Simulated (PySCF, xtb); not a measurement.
carbazole (C12H9N), SMILES c1ccc2c(c1)[nH]c1ccccc12.

GFN2-xTB in xtb at its own geometry gives an orbital gap of 3.35 eV and a dipole moment of 1.78 D.

Geometry: B3LYP-D3(BJ)/def2-SVP.

Question: What does PySCF with r2SCAN/def2-SVP give? (An estimate is asked for; the answer gives what the named calculation found.)

Answer: gap 3.65 eV (levels -5.21 and -1.56 eV), dipole 1.76 D.
